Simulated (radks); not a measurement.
Results of a calculation; reference values are marked as such.
Q: Species: Ge2+. Configuration: [Ar] 3d10 4s2. Code: a radial shooting solver on a logarithmic mesh with Libxc functionals. Model: non-relativistic Kohn-Sham, LDA (Slater exchange, Perdew-Wang correlation), spin-polarised, spherical densities, point nucleus. Some entries of the table are withheld. Estimate them.

orbital  occ.  eigenvalue (eV)  <r^2> (bohr^2)
1s          2        -10803.99        0.003076
2s          2        -1354.913         0.05405
2p          6              (1)         0.04207
3s          2              (2)          0.4671
3p          6              (3)          0.5011
3d         10              (4)          0.6769
4s          2              (5)           4.371

A: 
(1) 2p eigenvalue (eV): -1209.772
(2) 3s eigenvalue (eV): -182.2335
(3) 3p eigenvalue (eV): -134.1568
(4) 3d eigenvalue (eV): -50.3370
(5) 4s eigenvalue (eV): -29.1588
